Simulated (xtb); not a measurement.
Job for xtb: GFN2-xTB on FH2NSi (SMILES N[Si]F), a point of a torsion scan.

```
$ xtb mol.xyz --gfn 2 --opt vtight --chrg 0 --uhf 0 --input xcontrol
5

N     -0.68610133    -0.01155931     0.06413213
Si     0.88176588    -0.63551368     0.41564071
F      1.65500181     0.25847784     1.60444179
H     -0.88416468     0.98246126     0.16856721
H     -1.40165232    -0.61219385    -0.34437105
$constrain
  force constant=1.0
  dihedral: 4,1,2,3,30.0
$end
```

The log:

```
[...]
           -------------------------------------------------
          |                Calculation Setup                |
           -------------------------------------------------



           -------------------------------------------------
          |                 G F N 2 - x T B                 |
           -------------------------------------------------

        Reference                      10.1021/acs.jctc.8b01176
      * Hamiltonian:
        H0-scaling (s, p, d)           1.850000    2.230000    2.230000
        zeta-weighting                 0.500000
      * Dispersion:
        s8                             2.700000
        a1                             0.520000
        a2                             5.000000
        s9                             5.000000
      * Repulsion:
        kExp                           1.500000    1.000000
        rExp                           1.000000
      * Coulomb:
        alpha                          2.000000
        third order                    shell-resolved
        anisotropic                    true
        a3                             3.000000
        a5                             4.000000
        cn-shift                       1.200000
        cn-exp                         4.000000
        max-rad                        5.000000


          ...................................................
          :                      SETUP                      :
          :.................................................:
          :  # basis functions                  20          :
          :  # atomic orbitals                  19          :
          :  # shells                            9          :
          :  # electrons                        18          :
          :  max. iterations                   250          :
          :  Hamiltonian                  GFN2-xTB          :
          :  restarted?                      false          :
          :  GBSA solvation                  false          :
          :  PC potential                    false          :
          :  electronic temp.          300.0000000     K    :
          :  accuracy                    1.0000000          :
          :  -> integral cutoff          0.2500000E+02      :
          :  -> integral neglect         0.1000000E-07      :
          :  -> SCF convergence          0.1000000E-05 Eh   :
          :  -> wf. convergence          0.1000000E-03 e    :
          :  Broyden damping             0.4000000          :
          :  net charge                          0          :
          :  unpaired electrons                  0          :
          ...................................................

 iter      E             dE          RMSdq      gap      omega  full diag
   1    -10.4410195 -0.104410E+02  0.832E+00    2.94       0.0  T
   2    -10.4694441 -0.284246E-01  0.591E+00    3.26       1.0  T
   3    -10.4792692 -0.982508E-02  0.390E+00    3.11       1.0  T
   4    -10.4792905 -0.213136E-04  0.168E+00    3.03       1.0  T
   5    -10.4785921  0.698404E-03  0.914E-01    3.25       1.0  T
   6    -10.4805363 -0.194419E-02  0.217E-01    3.18       1.0  T
   7    -10.4804954  0.409351E-04  0.162E-01    3.21       1.0  T
   8    -10.4805595 -0.640834E-04  0.250E-02    3.20       1.8  T
   9    -10.4805605 -0.106913E-05  0.889E-03    3.19       5.0  T
  10    -10.4805605  0.508703E-07  0.552E-03    3.19       8.1  T
  11    -10.4805606 -0.764781E-07  0.199E-03    3.19      22.5  T
  12    -10.4805606 -0.883162E-08  0.609E-04    3.19      73.4  T
  13    -10.4805606 -0.832651E-09  0.732E-05    3.19     611.0  T

   *** convergence criteria satisfied after 13 iterations ***

         #    Occupation            Energy/Eh            Energy/eV
      -------------------------------------------------------------
         1        2.0000           -0.7915875             -21.5402
       ...           ...                  ...                  ...
         3        2.0000           -0.5561763             -15.1343
         4        2.0000           -0.5178311             -14.0909
         5        2.0000           -0.4785056             -13.0208
         6        2.0000           -0.4716177             -12.8334
         7        2.0000           -0.4676388             -12.7251
         8        2.0000           -0.3935179             -10.7082
         9        2.0000           -0.3419701              -9.3055 (HOMO)
        10                         -0.2246429              -6.1128 (LUMO)
        11                         -0.1396846              -3.8010
        12                         -0.1187869              -3.2324
        13                         -0.0133481              -0.3632
        14                          0.0149887               0.4079
       ...                                ...                  ...
        19                          0.7198391              19.5878
      -------------------------------------------------------------
                  HL-Ga
[...]
00           -0.5568123             -15.1516
         4        2.0000           -0.5095530             -13.8656
         5        2.0000           -0.4767207             -12.9722
         6        2.0000           -0.4707773             -12.8105
         7        2.0000           -0.4584118             -12.4740
         8        2.0000           -0.3925843             -10.6828
         9        2.0000           -0.3500436              -9.5252 (HOMO)
        10                         -0.2219350              -6.0392 (LUMO)
        11                         -0.1575917              -4.2883
        12                         -0.0983896              -2.6773
        13                          0.0120697               0.3284
        14                          0.0297172               0.8086
       ...                                ...                  ...
        19                          0.7755401              21.1035
      -------------------------------------------------------------
                  HL-Gap            0.1281087 Eh            3.4860 eV
             Fermi-level           -0.2859893 Eh           -7.7822 eV

 SCC (total)                   0 d,  0 h,  0 min,  0.002 sec
 SCC setup                      ...        0 min,  0.000 sec (  2.941%)
 Dispersion                     ...        0 min,  0.000 sec (  0.685%)
 classical contributions        ...        0 min,  0.000 sec (  0.282%)
 integral evaluation            ...        0 min,  0.000 sec ( 27.547%)
 iterations                     ...        0 min,  0.000 sec ( 21.202%)
 molecular gradient             ...        0 min,  0.001 sec ( 43.351%)
 printout                       ...        0 min,  0.000 sec (  3.572%)

         :::::::::::::::::::::::::::::::::::::::::::::::::::::
         ::                     SUMMARY                     ::
         :::::::::::::::::::::::::::::::::::::::::::::::::::::
         :: total energy             -10.432783181722 Eh    ::
         :: gradient norm              0.000030308787 Eh/a0 ::
         :: HOMO-LUMO gap              3.486013896686 eV    ::
         ::.................................................::
         :: SCC energy               -10.496743006830 Eh    ::
         :: -> isotropic ES            0.030264222444 Eh    ::
         :: -> anisotropic ES         -0.001121813280 Eh    ::
         :: -> anisotropic XC         -0.004439855836 Eh    ::
         :: -> dispersion             -0.001793025378 Eh    ::
         :: repulsion energy           0.063939883560 Eh    ::
         :: add. restraining           0.000019941548 Eh    ::
         :: total charge               0.000000000000 e     ::
         :::::::::::::::::::::::::::::::::::::::::::::::::::::

           -------------------------------------------------
          |                Property Printout                |
           -------------------------------------------------

    * Orbital Energies and Occupations

         #    Occupation            Energy/Eh            Energy/eV
      -------------------------------------------------------------
         1        2.0000           -0.7931900             -21.5838
         2        2.0000           -0.6234340             -16.9645
         3        2.0000           -0.5568123             -15.1516
         4        2.0000           -0.5095530             -13.8656
         5        2.0000           -0.4767207             -12.9722
         6        2.0000           -0.4707773             -12.8105
         7        2.0000           -0.4584118             -12.4740
         8        2.0000           -0.3925843             -10.6828
         9        2.0000           -0.3500436              -9.5252 (HOMO)
        10                         -0.2219350              -6.0392 (LUMO)
        11                         -0.1575917              -4.2883
        12                         -0.0983896              -2.6773
        13                          0.0120697               0.3284
        14                          0.0297172               0.8086
        15                          0.0572476               1.5578
        16                          0.1108820               3.0173
        17                          0.2456159               6.6835
        18                          0.5536002              15.0642
        19                          0.7755401              21.1035
      -------------------------------------------------------------
                  HL-Gap            0.1281087 Eh            3.4860 eV
             Fermi-level           -0.2859893 Eh           -7.7822 eV

     #   Z          covCN         q      C6AA      α(0)
     1   7 N        2.541    -0.398    30.344     8.181
     2  14 Si       1.525     0.435   187.247    29.169
     3   9 F        0.704    -0.319    12.552     4.183
     4   1 H        0.860     0.157     1.357     1.825
     5   1 H        0.861     0.125     1.581     1.970

 Mol. C6AA /au·bohr⁶  :        604.005219
 Mol. C8AA /au·bohr⁸  :      26103.156422
 Mol. α(0) /au        :         45.328069


Wiberg/Mayer (AO) data.
largest (>0.10) Wiberg bond orders for each atom

 ---------------------------------------------------------------------------
     #   Z sym  total        # sym  WBO       # sym  WBO       # sym  WBO
 ---------------------------------------------------------------------------
Note: The following floating-point exceptions are signalling: IEEE_DENORMAL
normal termination of xtb
     1   7 N    3.240 --     2 Si   1.276     5 H    0.980     4 H    0.950
     2  14 Si   2.392 --     1 N    1.276     3 F    1.092
     3   9 F    1.132 --     2 Si   1.092
     4   1 H    0.975 --     1 N    0.950
     5   1 H    0.984 --     1 N    0.980
 ---------------------------------------------------------------------------

Topologies differ in total number of bonds
Writing topology from bond orders to xtbtopo.mol

molecular dipole:
                 x           y           z       tot (Debye)
 q only:       -0.200      -0.653      -0.701
   full:       -0.612      -0.068      -0.645       2.266
molecular quadrupole (traceless):
                xx          xy          yy          xz          yz          zz
 q only:       -0.137      -2.788       2.682      -2.318      -1.301      -2.544
  q+dip:        0.046      -1.411       1.714      -1.924      -1.188      -1.760
   full:        0.221      -0.206       0.878      -1.745      -2.477      -1.099

           -------------------------------------------------
          |                Geometry Summary                 |
           -------------------------------------------------

      molecular mass/u    :       63.1064866
   center of mass at/Å    :        0.6582452      -0.2378148       0.6575390
  moments of inertia/u·Å² :        0.2169865E+02   0.5689844E+02   0.7827497E+02
rotational constants/cm⁻¹ :        0.7768977E+00   0.2962758E+00   0.2153643E+00

 * 3 selected distances

     #   Z          #   Z                                           value/Å
     1   7 N        2  14 Si                                      1.7105883 (max)
     1   7 N        4   1 H                                       1.0115242
     1   7 N        5   1 H                                       1.0060083 (min)

 * 2 distinct bonds (by element types)

   Z      Z             #   av. dist./Å        max./Å        min./Å
   1 H    7 N           2     1.0087663     1.0115242     1.0060083
   7 N   14 Si          1     1.7105883     1.7105883     1.7105883


optimized geometry written to: xtbopt.xyz


           -------------------------------------------------
          | TOTAL ENERGY              -10.432783181722 Eh   |
          | GRADIENT NORM               0.000030308787 Eh/α |
          | HOMO-LUMO GAP               3.486013896686 eV   |
           -------------------------------------------------

------------------------------------------------------------------------
------------------------------------------------------------------------
 total:
 SCF:
 ANC optimizer:
```

The run finished.

Warnings raised: the energy holds the restraint's term.

Cost: around 0.05 core-seconds (rough).
